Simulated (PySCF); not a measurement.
C₃H₁₃NO₂Si₂, SMILES CO[Si](N[SiH3])(C)OC, singlet, GFN2-xTB optimised geometry.

```
21

Si    -2.69    -1.82    -1.85
N     -1.08    -1.29    -1.48
Si    -0.49    -0.62     0.00
C     -1.20    -1.60     1.46
O     -0.91     0.95     0.00
C     -0.52     1.94     0.91
O      1.15    -0.62     0.00
C      1.99    -1.74    -0.07
H     -3.70    -0.76    -1.74
H     -3.01    -2.90    -0.92
H     -2.61    -2.31    -3.23
H     -0.54    -1.01    -2.28
H     -0.73    -1.31     2.40
H     -2.27    -1.44     1.56
H     -1.05    -2.67     1.33
H     -1.01     1.78     1.88
H      0.56     1.94     1.05
H     -0.84     2.90     0.51
H      1.69    -2.40    -0.88
H      1.97    -2.29     0.87
H      3.01    -1.38    -0.25
```

Density from B3LYP/def2-SVP in PySCF at that geometry.

Minimum of the electron density along straight lines between bonded atoms, close to the bond critical point (lines longer than 1.1 times the sum of covalent radii, or with two minima, are not listed):

```
bond     length / Å  ρ at the minimum / e bohr⁻³  ∇²ρ there / e bohr⁻⁵  position (fraction from the first atom)
-------  ----------  ---------------------------  --------------------  ---------------------------------------
Si1–N2        1.729                        0.121                  0.70                                     0.40
N2–Si3        1.731                        0.122                  0.70                                     0.60
Si3–C4        1.899                        0.114                  0.31                                     0.38
Si3–O5        1.624                        0.130                  1.09                                     0.41
O5–C6         1.401                        0.256                 -0.35                                     0.66
Si3–O7        1.636                        0.126                  1.05                                     0.41
O7–C8         1.399                        0.257                 -0.34                                     0.66
Si1–H9        1.467                        0.117                  0.33                                     0.49
Si1–H10       1.464                        0.117                  0.34                                     0.49
Si1–H11       1.466                        0.117                  0.34                                     0.49
N2–H12        1.008                        0.328                 -1.48                                     0.76
C4–H13        1.087                        0.271                 -0.96                                     0.62
C4–H14        1.085                        0.273                 -0.97                                     0.62
C4–H15        1.085                        0.272                 -0.98                                     0.62
C6–H16        1.093                        0.282                 -1.06                                     0.63
C6–H17        1.091                        0.284                 -1.09                                     0.64
C6–H18        1.091                        0.284                 -1.09                                     0.64
C8–H19        1.092                        0.283                 -1.08                                     0.63
C8–H20        1.093                        0.282                 -1.07                                     0.63
C8–H21        1.091                        0.284                 -1.09                                     0.64
```
